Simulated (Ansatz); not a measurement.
Born–Oppenheimer molecular dynamics of CH₄ClIn (7 atoms, charge 0, multiplicity 1). It starts at the highest image of a converged band, a first-order saddle point between two minima.

Computed with RKS r2SCAN/def2-SVP (Ansatz 0.2.0).

| Quantity | Value |
| --- | --- |
| ensemble | NVE (velocity Verlet) |
| time step | 0.5 fs |
| steps asked | 200 |
| starting velocities drawn for | 100 K |
| seed | 11581 |

First frame:

```xyz
7
Properties=species:S:1:pos:R:3
In -0.996 -0.492 -0.352
Cl 0.561 -2.711 -0.699
H -1.115 -2.199 -0.878
C 0.228 1.150 0.384
H 0.303 1.071 1.480
H 1.235 1.061 -0.053
H -0.216 2.120 0.118
```

(1) How far do the bonds stretch over the last three quarters of this one trajectory? (Pairs bonded in most of those frames.)

Answers

(1) 
| bond | mean (Å) | spread (Å) | shortest | longest |
| --- | --- | --- | --- | --- |
| In1–C4 | 2.266 | 0.050 | 2.18 | 2.33 |
| Cl2–H3 | 1.306 | 0.049 | 1.23 | 1.41 |
| C4–H5 | 1.106 | 0.017 | 1.08 | 1.13 |
| C4–H6 | 1.106 | 0.016 | 1.08 | 1.13 |
| C4–H7 | 1.106 | 0.007 | 1.09 | 1.12 |

Mean temperature of the second half: 586 K. The conserved energy stayed within 0.12 meV per atom of its start (net change 0.06 meV per atom), so the integration is sound. The system heated up, since it started high on the potential surface and ran downhill. A run of 0.1 ps of so small a system gives no equilibrium averages. The orbitals stay closed-shell, which can raise the energy where a bond breaks towards radicals; this wasn't checked here.

Time of the run: 7.7 min on 2 threads of Arm Neoverse V1, with other jobs on the host, peak memory 0.14 GiB.
